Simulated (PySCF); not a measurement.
# `C=CC[Si@H](O)C#CC`, C₆H₁₀OSi

Cartesian coordinates in Å; atom numbers follow the order of the lines, from 1:
```xyz
18

C    -2.973    0.694    0.038
C    -1.818    0.425   -0.549
C    -1.317   -0.942   -0.842
Si   -0.008   -1.459    0.464
O    -0.630   -1.350    1.965
C     1.441   -0.335    0.220
C     2.373    0.403    0.022
C     3.494    1.286   -0.209
H    -3.285    1.701    0.257
H    -3.666   -0.088    0.305
H    -1.142    1.231   -0.805
H    -2.142   -1.654   -0.829
H    -0.867   -0.967   -1.833
H     0.363   -2.866    0.375
H    -1.178   -0.611    2.219
H     3.999    1.504    0.731
H     4.201    0.814   -0.890
H     3.148    2.221   -0.650
```

Theory: PySCF, GIAO B3LYP/pcSseg-1 magnetisability, rotational g tensor and spin-rotation constants, non-relativistic, gas phase. Geometry: GFN2-xTB.

Give the nuclear spin-rotation constants along the inertial axes (H = +C I·J) beside the isotropic shieldings.

Rotational constants 2.3653, 0.9081, 0.7641 GHz. A star marks the isotopologue with that one atom substituted, in its own axes.
| atom | isotope | Caa (kHz) | Cbb (kHz) | Ccc (kHz) | mean (kHz) | σ (ppm) |
| --- | --- | --- | --- | --- | --- | --- |
| H9 | 1H | -0.247 | -0.007 | -0.013 | -0.089 | 26.7 |
| H10 | 1H | 0.029 | -0.033 | -0.081 | -0.028 | 26.7 |
| H11 | 1H | 0.018 | -0.012 | -0.079 | -0.024 | 25.5 |
| H12 | 1H | 0.004 | -0.080 | -0.081 | -0.052 | 30.1 |
| H13 | 1H | -0.218 | -0.079 | -0.011 | -0.103 | 30.1 |
| H14 | 1H | -0.218 | 0.004 | -0.030 | -0.082 | 27.1 |
| H15 | 1H | -0.236 | -0.078 | -0.033 | -0.116 | 29.7 |
| H16 | 1H | -0.189 | -0.082 | -0.017 | -0.096 | 29.7 |
| H17 | 1H | -0.151 | -0.099 | -0.017 | -0.089 | 29.8 |
| H18 | 1H | -0.262 | 0.019 | -0.080 | -0.108 | 29.8 |
| C1 | 13C* | 0.693 | 0.318 | 0.197 | 0.403 | 63.7 |
| C2 | 13C* | 0.838 | 0.343 | 0.223 | 0.468 | 37.6 |
| C3 | 13C* | 0.426 | 0.154 | 0.124 | 0.235 | 150.2 |
| Si4 | 29Si* | -1.444 | -0.550 | -0.428 | -0.807 | 383.5 |
| O5 | 17O* | -0.107 | -0.065 | -0.075 | -0.082 | 309.9 |
| C6 | 13C* | 0.256 | 0.274 | 0.272 | 0.267 | 95.6 |
| C7 | 13C* | 0.288 | 0.302 | 0.311 | 0.300 | 73.0 |
| C8 | 13C* | 0.289 | 0.117 | 0.102 | 0.169 | 176.5 |

For the geometry as given, no vibrational averaging.

How do the rotational constants and the g tensor change when H9, H10, H11, H12, H13, H14, H15, H16, H17, H18 are replaced by deuterium?

Constants 2.0265, 0.7767, 0.6625 GHz; g -0.0177, -0.0040, -0.0046, against -0.0205, -0.0046, -0.0054 before.
